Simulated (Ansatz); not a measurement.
Reactions of `FC1BC1F`.

Program: Ansatz. Geometries: PBE0-D4/def2-TZVP. ΔE: electronic, gas phase. CCSD(T)/CBS adds triple-zeta CCSD(T) − MP2 to the extrapolated MP2 energy (def2 sets, frozen cores). This one scheme is used for every species, atoms too. DFT in def2-TZVPP. Open shells (•) are unrestricted, without spin–orbit coupling. Spin–orbit coupling would lower the free atoms: a little for B, C, F.

| reaction | r2SCAN-D4 (eV) | HF/CBS(def2) (eV) | B2PLYP (eV) | MP2/CBS(def2) (eV) | CCSD(T)/CBS(def2) (eV) |
| --- | --- | --- | --- | --- | --- |
| `F[C@H]1B[C@@H]1F` → `FB1CC1F` | -2.42 | -2.42 | -2.46 | -2.53 | -2.46 |
| `F[C@H]1B[C@@H]1F` → B• + 2 C• + 2 F• + 3 H• | 31.96 | 22.50 | 31.32 | 32.50 | 31.41 |
| `F[C@H]1B[C@@H]1F` + CH₄ → `C[C@H]1B[C@@H]1F` + H–F | -0.57 | -0.51 | -0.61 | -0.87 | -0.76 |
| `F[C@H]1B[C@@H]1F` + HCl → `F[C@H]1B[C@@H]1Cl` + H–F | -0.29 | -0.21 | -0.31 | -0.53 | -0.42 |

Largest T1 diagnostic: 0.014, for B•.
